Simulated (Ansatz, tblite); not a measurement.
Removing and adding an electron: `Sc1sc(-c2sc(-c3sc(S)c4c3OCCO4)c3c2OCCO3)c2c1OCCO2`. Charge 0, multiplicity 1. Geometry: PBE-D4/def2-SVP. Ansatz, gas phase; energy differences of separate SCF runs; the oxidised species was run as a doublet alone; the reduced species was run as a doublet alone.

Cartesian coordinates in Å:
```
S -5.7350 0.2256 -3.9545
C -4.3779 -0.0046 -2.8685
S -2.7875 0.6465 -3.2293
C -2.1239 0.0936 -1.6978
C -0.7659 0.3355 -1.3053
S -0.1304 -0.1618 0.2610
C 1.4577 0.5213 -0.0790
C 2.5489 0.4329 0.8474
S 4.1565 1.0489 0.4900
C 4.7928 0.5186 2.0384
S 6.4867 0.7057 2.4504
C 3.8010 -0.1058 2.7880
C 2.5412 -0.1478 2.1179
O 1.4270 -0.7182 2.6703
C 1.7563 -1.5798 3.7624
C 2.7520 -0.9053 4.6980
O 3.9866 -0.6254 4.0322
C 1.4653 1.1008 -1.3491
C 0.2258 0.9937 -2.0348
O 0.0292 1.4955 -3.2897
C 1.0509 2.4245 -3.6648
C 2.4324 1.8899 -3.3053
O 2.5600 1.7114 -1.8913
C -3.1162 -0.5643 -0.9672
C -4.3849 -0.6175 -1.6195
O -5.4722 -1.2146 -1.0595
C -5.1288 -2.0387 0.0581
C -4.1206 -1.3486 0.9685
O -2.8971 -1.1027 0.2714
H -5.6143 -0.9343 -4.6777
H 6.4062 1.9154 3.0931
H 0.8085 -1.8016 4.2903
H 2.1844 -2.5339 3.3766
H 2.3123 0.0401 5.0927
H 2.9968 -1.5656 5.5530
H 0.8787 3.4002 -3.1548
H 0.9590 2.5728 -4.7583
H 2.6094 0.9202 -3.8250
H 3.2217 2.6055 -3.6073
H -4.7070 -3.0062 -0.3008
H -6.0722 -2.2438 0.6011
H -4.5431 -0.3876 1.3432
H -3.8699 -1.9903 1.8355
```

The xTB rows come from tblite. Single mean-field runs in def2-TZVP are fitted with def2-universal-jkfit.

```
           level  −HOMO (eV)  vertical IE (eV)  −LUMO (eV)  vertical EA (eV)  HOMO–LUMO gap (eV)  IE − EA (eV)                       remarks
        GFN1-xTB        9.87             11.70        8.01              6.17                1.86          5.53                             –
        GFN2-xTB        9.66             11.37        7.90              6.19                1.76          5.18                             –
PBE-D4/def2-TZVP        4.19              5.88        2.24              0.67                1.95          5.21  HOMO above zero (-1 doublet)
```

Q: Estimate the rows for B97M-V/def2-TZVP, PBE0-D4/def2-TZVP.

A: 
```
            level  −HOMO (eV)  vertical IE (eV)  −LUMO (eV)  vertical EA (eV)  HOMO–LUMO gap (eV)  IE − EA (eV)                       remarks
 B97M-V/def2-TZVP        4.32              5.92        2.19              0.62                2.13          5.30  HOMO above zero (-1 doublet)
PBE0-D4/def2-TZVP        5.01              6.11        1.70              0.66                3.31          5.45  HOMO above zero (-1 doublet)
```

Relaxing the oxidised species (PBE-D4/def2-SVP) changes its energy by -0.47 eV at PBE-D4/def2-TZVP, so the adiabatic ionisation energy to this nearest minimum is 5.41 eV. At PBE0-D4/def2-TZVP it is 5.64 eV.  Relaxing the reduced species (PBE-D4/def2-SVP) changes its energy by -0.10 eV at PBE-D4/def2-TZVP, so the adiabatic electron affinity to this nearest minimum is 0.78 eV. At PBE0-D4/def2-TZVP it is 0.67 eV. The highest occupied level of the relaxed charge -1 doublet lies above zero (up to 0.64 eV). By energy differences its removal costs 0.78 eV (each at its own geometry, to the charge 0 singlet, at PBE-D4/def2-TZVP); self-interaction error and the lack of diffuse functions both raise the level.     A HOMO above zero means that the electron is unbound at that level or that self-interaction error raises the level; the energy of removing that electron tells which. Raw xTB energy differences between charge states are shifted by several eV; the methods need an empirical correction for them. Sets without diffuse functions give affinities that are too small.
